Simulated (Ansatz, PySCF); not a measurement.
Species: C$_{3}$H$_{5}$Cl$_{2}$ (charge -1, singlet). It need not be the lowest isomer of its formula. Whether it binds its extra electron was not tested at this geometry. 
Coordinates optimised at B3LYP-D3(BJ)/def2-TZVP (Ansatz, a first-principles code):
```xyz
10

C     -0.1370    -0.5153    -0.9414
C     -1.2599    -0.6073     0.0642
Cl    -2.0537     1.1868     0.0482
C      1.0999     0.2119    -0.4339
Cl     2.1430    -0.8007     0.6866
H      0.1446    -1.5412    -1.2153
H     -0.3872     0.0038    -1.8941
H     -2.0826    -1.1464    -0.4263
H      1.7763     0.5012    -1.2381
H      0.8128     1.0830     0.1491
```
Charge -1, spin multiplicity 1.

Total electronic energies in hartree. Valence correlation only, unless marked. Spin-orbit coupling is left out. No relativistic terms. CBS marks a two-point X^-3 extrapolation of the correlation energy; Hartree-Fock from the larger set. The bracket is a focal-point correction in the basis named.

```tsv
level	program	energy (Eh)
PBE/def2-TZVPD	Ansatz	-1037.23955
PBE-D4/def2-TZVPD	Ansatz + dftd4	-1037.24928
BLYP-D3(BJ)/def2-TZVPD	Ansatz + dftd3	?
r2SCAN/def2-TZVPD	Ansatz	-1037.63945
r2SCAN-D3(BJ)/def2-TZVPD	Ansatz + dftd3	-1037.64201
PBE0/def2-QZVPP	Ansatz	-1037.35743
BHLYP-D3(BJ)/def2-TZVPD	Ansatz + dftd3	-1037.70255
TPSSh-D4/def2-TZVPD	PySCF + dftd4	-1037.82736
r2SCANh/def2-TZVPD	Ansatz	-1037.63091
r2SCAN0-D4/def2-TZVPD	Ansatz + dftd4	-1037.62221
HSE06-D3(BJ)/def2-TZVPD	Ansatz + dftd3	?
B2GP-PLYP-D3(BJ)/def2-TZVPD	Ansatz + dftd3	?
PBE-QIDH/def2-TZVPD	Ansatz	-1037.13423
MP2/6-31G	Ansatz	-1035.67691
RI-MP2/aug-cc-pV(Q+d)Z	Ansatz	-1036.54568
RI-MP2/cc-pV(T+d)Z	Ansatz	-1036.44064
RI-MP2/cc-pV(Q+d)Z	Ansatz	-1036.53201
SCS-MP2/cc-pVTZ	Ansatz	-1036.43018
CCSD/STO-3G	Ansatz	-1024.31013
CCSD/6-31G	Ansatz	-1035.72402
CCSD(T)/6-31G	Ansatz	-1035.73441
CCSD(T)/cc-pV(D+d)Z	Ansatz	-1036.25614
RI-MP2/CBS(aug-cc-pV(T+d)Z,aug-cc-pV(Q+d)Z)+[CCSD(T)-MP2]/aug-cc-pV(T+d)Z	Ansatz	-1036.6923
```

Problem. Complete the blanks.

Solution. 
- BLYP-D3(BJ)/def2-TZVPD, energy (Eh): -1037.72588
- HSE06-D3(BJ)/def2-TZVPD, energy (Eh): -1037.30855
- B2GP-PLYP-D3(BJ)/def2-TZVPD, energy (Eh): -1037.28512
